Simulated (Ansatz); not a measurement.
The same molecule with X = Ti, Zr, Hf. Ansatz, PBE0-D4/def2-TZVP geometries, multiplicity 1. Each molecule was computed in one conformer, which needn't be the lowest.

Elements past krypton have def2 core potentials. Scalar relativity is left out up to krypton.

```csv
X,molecule,mean X–F bond length / Å,mean X–S bond length / Å,LUMO energy (B3LYP/def2-TZVPP) / eV,LUMO energy (PBE/def2-TZVPP) / eV,size of the dipole moment (ωB97M-V/def2-TZVPP) / D
Zr,`[F][Zr]([F])([SH])[SH]`,1.889,2.436,-2.37,-3.02,0.49
Hf,`[F][Hf]([F])([SH])[SH]`,1.891,2.437,-1.91,-2.57,0.61
```

Task: Give the row for X = Ti, `[F][Ti]([F])([SH])[SH]`. (An estimate is asked.)

Result: The calculation gave: 
```
 X                  molecule  mean X–F bond length / Å  mean X–S bond length / Å  LUMO energy (B3LYP/def2-TZVPP) / eV  LUMO energy (PBE/def2-TZVPP) / eV  size of the dipole moment (ωB97M-V/def2-TZVPP) / D
Ti  `[F][Ti]([F])([SH])[SH]`                     1.742                     2.276                                -3.36                              -4.09                                                1.05
```

From Ti to Hf the mean X–F bond length rises at each step, by 0.149 Å in all; the mean X–S bond length rises at each step, by 0.161 Å in all; the LUMO energy (B3LYP/def2-TZVPP) rises at each step, by 1.45 eV in all; the LUMO energy (PBE/def2-TZVPP) rises at each step, by 1.52 eV in all. Dipoles are sizes alone, and their direction can turn along the series.

B3LYP here is the variant with VWN-RPA as its local correlation; programs differ in this.
